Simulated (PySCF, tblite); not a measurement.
Isomers of C5H11FO3Si, one GFN2-xTB conformer each. Single-point energies are computed at PBE0/pcSseg-1 (PySCF, gas phase, no added dispersion term), electronic only.

| SMILES | GFN2-xTB relative energy (kJ/mol) |
| --- | --- |
| CO[C@@H](C(C)=O)[Si@H](F)OC | 105.9 |
| CCO[SiH2]O[C@@H]1C[C@H](F)O1 | 66.0 |
| CO[Si]1(CF)OCCCO1 | 0.0 |

Conformers: `[CH3:1][O:2][C@@H:3]([C:4]([CH3:5])=[O:6])[Si@H:7]([F:8])[O:9][CH3:10]` with C1–O2–C3–C4 163°, O2–C3–C4–C5 17°, O2–C3–Si7–F8 61°, C3–Si7–O9–C10 172°; `[CH3:1][CH2:2][O:3][SiH2:4][O:5][C@@H:6]1[CH2:7][C@H:8]([F:9])[O:10]1` with C1–C2–O3–Si4 -56°, C2–O3–Si4–O5 -170°, O3–Si4–O5–C6 -175°, Si4–O5–C6–C7 83°; `[CH3:1][O:2][Si:3]1([CH2:4][F:5])[O:6][CH2:7][CH2:8][CH2:9][O:10]1` with C1–O2–Si3–C4 180°, O2–Si3–C4–F5 180°, O2–Si3–O6–C7 -155°, Si3–O6–C7–C8 48°, O6–C7–C8–C9 -60°, C7–C8–C9–O10 60°.

Problem. What does PBE0/pcSseg-1 give for the same structures?

Solution. 
```tsv
SMILES	PBE0/pcSseg-1 E (Eh)	PBE0/pcSseg-1 (kJ/mol)	GFN2-xTB (kJ/mol)	point group
CO[Si]1(CF)OCCCO1	-811.51112	0.0	0.0	Cs
CO[C@@H](C(C)=O)[Si@H](F)OC	-811.47926	83.7	105.9	C1
CCO[SiH2]O[C@@H]1C[C@H](F)O1	-811.44183	181.9	66.0	C1
```

Both levels put the same isomer lowest; measured from each level's own lowest isomer, the values differ by up to 115.9 kJ/mol (CCO[SiH2]O[C@@H]1C[C@H](F)O1: 66.0 against 181.9). As drawn, the lowest has an Si–C bond, which the highest lacks; the highest has a four-membered ring, which the lowest lacks.

Problem. Which frontier levels, dipoles and rotational constants go with these structures?

Solution. 
```
                      SMILES  HOMO (eV, PBE0/pcSseg-1)  LUMO (eV)  dipole (D)       A, B, C (MHz)
           CO[Si]1(CF)OCCCO1                     -7.82       1.14        2.27   1306, 1096, 801.1
 CO[C@@H](C(C)=O)[Si@H](F)OC                     -7.00      -0.44        2.60  1269, 916.0, 729.1
CCO[SiH2]O[C@@H]1C[C@H](F)O1                     -7.95       0.97        1.00  2559, 562.5, 506.5
```

Problem. What happens when harmonic zero-point energies from GFN2-xTB frequencies are added?

Solution. 
```tsv
SMILES	ZPE (kJ/mol)	electronic (kJ/mol)	with ZPE (kJ/mol)
CO[Si]1(CF)OCCCO1	429.2	0.0	0.0
CO[C@@H](C(C)=O)[Si@H](F)OC	412.3	83.7	66.7
CCO[SiH2]O[C@@H]1C[C@H](F)O1	416.9	181.9	169.7
```

The zero-point energies span 16.9 kJ/mol. The order is unchanged.
